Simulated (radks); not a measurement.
Spherical quantum dot in the effective-mass picture: electrons in a well V = -V0 / (1 + exp((r - R)/a)) with V0 = 5.92, R = 9.97, a = 0.31, with a point charge +2 (a donor) at the centre, all in effective atomic units (hartree* = m*/eps^2 hartree, bohr* = eps/m* bohr), one dielectric constant everywhere. Method: non-relativistic Kohn-Sham, exchange-only LDA, spin-polarised, spherical densities; computed with a radial shooting solver with Libxc functionals. Levels are named by radial order and angular momentum (1s, 1p, 1d, 2s, ...), and open shells are averaged over m.

N = 19, configuration 1s2 1p6 1d(up 5, down 4) 2s2. This is the lowest configuration that the search found. Occupied and some empty levels:

level    occupation  eigenvalue (hartree*)  <r> (bohr*)
1s down           1                -4.0476       0.9808
1s up             1                -4.0475       0.9811
2s up             1                -3.7753        7.201
2s down           1                -3.7684        7.193
1p up             3                -3.7545        7.270
1p down           3                -3.7475        7.264
1d up             5                -3.7136        7.392
1d down           4                -3.7065        7.389
1f up             0                -3.6553        7.510
1f down           0                -3.6481        7.508
1g up             0                -3.5809        7.620
1g down           0                -3.5736        7.620
2p up             0                -3.4596        5.038
2p down           0                -3.4562        5.019

Energy (hartree*): total -95.6004, kinetic 5.3889, external -122.96, Hartree 25.105, exchange-correlation -3.1308.
